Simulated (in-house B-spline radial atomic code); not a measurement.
Checks on a self-consistent run for Co⁺, [Ar] 3d7 7p1. Method: Dirac-Hartree-Fock, average of configuration, Fermi nucleus of rms radius 3.7875 fm. Calculated with an all-electron radial atomic-structure program (B-spline basis).

```csv
orbital,q,ε (Eh),<1/r>,<r²>,small-component weight
1s1/2,2,-286.56692,27.0384,0.00424179,0.0094545
2s1/2,2,-36.11622,5.87118,0.0761307,0.0017736
2p1/2,2,-31.25310,5.78983,0.060785,0.0017384
2p3/2,4,-30.69973,5.68068,0.0623348,0.0017134
3s1/2,2,-5.25586,1.82142,0.691776,0.00037457
3p1/2,2,-3.71586,1.68885,0.776672,0.00033216
3p3/2,4,-3.64320,1.66497,0.793778,0.00032648
3d3/2,2.8,-1.27403,1.32099,1.27884,0.00022022
3d5/2,4.2,-1.26618,1.31423,1.29214,0.0002185
7p1/2,0.33333,-0.07075,0.0674064,483.605,2.4849e-06
7p3/2,0.66667,-0.07056,0.067173,486.31,2.4712e-06
```

Electron-electron repulsion V_ee = 519.1012 hartree.

(1) What total energy follows from the eigenvalues?

(2) Does the Dirac virial theorem hold?

(3) What diamagnetic shielding (Lamb formula) and susceptibility (Langevin formula) do the radii give?

Results:

(1) The eigenvalues count the repulsion twice, so E = Σqε - V_ee = -872.143 - 519.101 = -1391.245 hartree; the run printed -1391.245.

(2) For a point nucleus E = -2c²Σq·w, with w the small-component weight. Here Σq·w = 0.037043 and c = 137.0360, so the ratio E/(-2c²Σq·w) is 1.000007; the finite nucleus accounts for the departure from 1.

(3) σ = (α²/3)Σq<1/r> = 123.088/(3·137.036²) = 2184.9 ppm, and χ = -0.79199×10⁻⁶·Σq<r²> = -396.8×10⁻⁶ cm³/mol with Σq<r²> = 501.06 bohr². Both are non-relativistic formulas without the paramagnetism of open shells.
